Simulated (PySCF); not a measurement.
**TDDFT excited states: C4H13PSi**

C4H13PSi.
InChI=1S/C4H13PSi/c1-4(2,3)6-5/h5-6H2,1-3H3

Level of theory: TDDFT CAM-B3LYP/def2-SVPD, vertical, gas phase, core orbitals frozen in the response in PySCF 2.14.0, density-fitted response routines. Isolated species at its PBE0-D3(BJ)/def2-SVP geometry (one conformer only). Torsions of this conformer, `[CH3:1][C:2]([CH3:3])([CH3:4])[SiH2:5][PH2:6]`: C1–C2–Si5–P6 -59°, H–P6–Si5–C2 180°, H–P6–Si5–C2 87°.

Predict the UV-vis stick spectrum at this level.

| state | E (eV) | λ (nm) | ν̃ (cm⁻¹) | f | \|μ\| (D) | main configurations (H = HOMO, L = LUMO) |
| --- | --- | --- | --- | --- | --- | --- |
| S1 | 6.44 | 192.7 | 51910 | 0.014 | 0.76 | H→L+2 (58%), H→L+1 (33%) |
| S2 | 6.65 | 186.4 | 53650 | 0.022 | 0.93 | H→L (65%), H→L+1 (16%) |
| S3 | 7.08 | 175.1 | 57120 | 0.295 | 3.31 | H→L+1 (38%), H→L+2 (22%), H→L (14%) |
| S4 | 7.38 | 167.9 | 59550 | 0.015 | 0.73 | H-1→L (86%) |
| S5 | 7.47 | 165.9 | 60270 | 0.023 | 0.91 | H→L+4 (36%), H→L+3 (32%), H-1→L+1 (11%) |
| S6 | 7.65 | 162.1 | 61680 | 0.020 | 0.83 | H-1→L+1 (74%) |

The lowest singlet comes at 193 nm (621 kJ/mol) in the vacuum ultraviolet; it is weak; its leading configuration is HOMO→LUMO+2 (58%). The most intense listed level is S3 at 7.08 eV (175 nm, f = 0.295), 0.65 eV above S1. Löwdin shares by element: HOMO phosphorus 63%, silicon 15%, hydrogen 12% or more; LUMO silicon 21%, phosphorus 15%, carbon 6% or more, hydrogen 6% or more (atoms not listed hold the other 52%). The oscillator strengths of these states sum to 0.388; summed over the whole spectrum of an exact calculation they would give the number of electrons, 66 (Thomas–Reiche–Kuhn). Of the 6 states listed, 6 reach f = 0.01 and none stays under 0.0005. The listed states span 1.21 eV, and the widest gap between neighbours is 0.43 eV (S2 to S3). No computed singlet lies in the visible range (380 to 750 nm); the lowest, at 193 nm, stands 3.17 eV above its violet end (3.26 eV). Singlets were solved by full linear response.

The run took about 2 min of CPU time (one thread, shared machine).
